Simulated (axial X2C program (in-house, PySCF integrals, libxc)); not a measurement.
## Bond lengths and stretching modes, held linear, of FRuF⁻

Calculated with an in-house all-electron X2C program for linear molecules (integrals from PySCF): two-component X2C with atomic mean-field Coulomb and Gaunt terms, Gaussian nuclei, basis F dyall-av3z, Ru dyall-v3z with contracted cores. Spin-free rows use the one-electron spin-free X2C Hamiltonian.

Masses F 18.998, Ru 101.904, F 18.998 u. States: 2c Ω = 7/2 (beyond evenly filled blocks: ω = -1/2, ω = 3/2, ω = 5/2); spin-free M_S = 3/2, Λ = 2 (beyond evenly filled blocks: π+α, π-α, δ+α, δ+β, δ-α).

BHandHLYP, 2c: energies above the lowest point

```csv
r(F–Ru) (Å),r(Ru–F) (Å),E (meV)
1.8808,1.8808,68.56
1.8808,1.9290,33.88
1.8808,1.9772,41.84
1.9290,1.8808,33.88
1.9290,1.9290,0.00
1.9290,1.9772,8.38
1.9290,2.0255,49.15
1.9772,1.8808,41.84
1.9772,1.9290,8.38
1.9772,1.9772,16.86
2.0255,1.9290,49.15
2.0255,2.0255,97.72
```

Question: Fit a quadratic surface with cubic terms in each bond: where is the minimum, and what are the two stretching wavenumbers?

Answer: At BHandHLYP, 2c: bonds 1.942 and 1.942 Å; harmonic stretches 493.3 and 576.1 cm⁻¹; force constants 2.71, 2.71 and coupling 0.01 mdyn/Å.

The other levels and Hamiltonians give:

```
Hamiltonian      level  r(F–Ru) (Å)  r(Ru–F) (Å)  lower stretch (cm⁻¹)  upper stretch (cm⁻¹)
         2c       PBE0        1.931        1.931                 500.2                 577.2
         2c         HF        1.971        1.971                 464.9                 556.7
         2c        MP2        1.943        1.943                 485.5                 565.5
  spin-free       PBE0        1.930        1.930                 500.8                 578.1
  spin-free         HF        1.970        1.970                 465.7                 558.2
  spin-free  BHandHLYP        1.941        1.941                 494.3                 577.4
  spin-free        MP2        1.941        1.941                 487.9                 567.1
```

Each state is one determinant, the lowest of a limited PBE0 search; the stretches come from a fit to these few points and carry an uncertainty of a few per cent. Other orders of the atoms were not compared. MP2 freezes inner shells (threshold -2 hartree). For an anion the highest level of a functional can be positive, and the basis then holds the extra electron. The molecule was held linear; bending was not examined, so a bent shape may lie lower. Note: functional without a current term on a determinant with orbital currents, of the molecule or an atom. Note: several unpaired electrons, one determinant need not be a pure state.
